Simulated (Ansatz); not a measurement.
A structure relaxed at PBE-D4/def2-SVP in Ansatz, charge 0, singlet:

```xyz
13

C    -0.144   -1.474    0.121
C    -0.779    0.678    1.068
N     0.107   -0.047    0.177
Si    0.927    0.773   -1.134
H    -0.081   -1.926    1.138
H     0.612   -1.979   -0.514
H    -1.154   -1.732   -0.288
H    -0.487    1.746    1.125
H    -1.854    0.638    0.755
H    -0.726    0.261    2.101
H     2.068   -0.102   -1.578
H     1.426    2.092   -0.608
H     0.087    1.071   -2.362
```

Give its formula, name or SMILES and point group.

Si(NMe2)H3 (C2H9NSi). Point group Cs (tolerance 0.1 Å).

Summarise the bond lengths by kind (pairs closer than 1.2 times the sum of covalent radii, bridged metal pairs left out).

2 × C–N 1.45 Å; 1 × N–Si 1.75 Å; 6 × C–H 1.11 to 1.12 Å; 3 × H–Si 1.50 to 1.52 Å.

Another isomer (singlet) lies 0.73 eV lower at PBE0-D4/def2-TZVP; other spin states weren't run for this one.
